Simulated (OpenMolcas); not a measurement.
Os6+ among 3 point charges of -1.5 e arranged as a planar triangle (D3h).

```yaml
Program: OpenMolcas
Method: CASSCF
Basis: ANO-RCC-VDZP [7s6p4d2f1g]
Scalar_Hamiltonian: DKH2, point nucleus
Active_space: 2 electrons in 5 orbitals (5d)
State_averaging: 2S+1 = 3 even, 10 roots; 2S+1 = 1 even, 15 roots
Spin-orbit_coupling: state interaction with AMFI integrals over the reference wave functions
```

All point charges move together. At R = 1.67 Å the first state of the same spin is 1519 cm-1, and at R = 1.82 Å it is 1406 cm-1.

Question: A third run gives 1167 cm-1. What distance was it run at?

Answer: With a power law R^-n the two known points give n = -ln(1406 / 1519) / ln(1.82 / 1.67) = 0.90. Then R = 1.67 × (1519 / 1167)^(1/0.90) = 2.238 Å. The run was at 2.03 Å, so the estimate is off by +0.208 Å.

Without dynamic correlation the repulsion within the d shell is too large (B by tens of per cent), so at a given field states of lower spin stand too high. Spin-orbit coupling mixes the spin-free states strongly: the lowest level takes only 54 % from its leading state, 3E, which lies 1519 cm-1 above the lowest spin-free state (figures for R = 1.67; the like holds for R = 1.82, R = 2.03). This is an electrostatic model: the charges have no orbitals. No measured value stands beside these numbers.
